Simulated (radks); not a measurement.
Spherical quantum dot in the effective-mass picture: electrons in a well V = -V0 / (1 + exp((r - R)/a)) with V0 = 4.27, R = 5.8, a = 0.65, all in effective atomic units (hartree* = m*/eps^2 hartree, bohr* = eps/m* bohr), one dielectric constant everywhere. Calculated with a radial shooting solver with Libxc functionals: non-relativistic Kohn-Sham, LDA (Slater exchange, Perdew-Wang correlation), spin-polarised, spherical densities. Levels are named by radial order and angular momentum (1s, 1p, 1d, 2s, ...), and open shells are averaged over m. Results are scaled to m* = 0.317 and eps = 11.9, for which hartree* = 60.91 meV and bohr* = 1.987 nm.

N = 9, configuration 1s2 1p6 1d(up 1, down 0). This is the lowest configuration that the search found. Occupied and some empty levels:

level,occupation,eigenvalue (meV),<r> (nm)
1s up,1,-114.40,6.562
1s down,1,-113.71,6.538
1p up,3,-107.38,7.132
1p down,3,-106.62,7.125
1d up,1,-96.657,7.597
1d down,0,-95.873,7.597
1f up,0,-83.022,7.996
2s up,0,-82.677,5.652
2s down,0,-82.294,5.657
1f down,0,-82.236,8.000
2p up,0,-66.984,6.596
2p down,0,-66.515,6.595

Energy (meV): total -1557.02, kinetic 141.93, external -2199.6, Hartree 629.14, exchange-correlation -128.52.
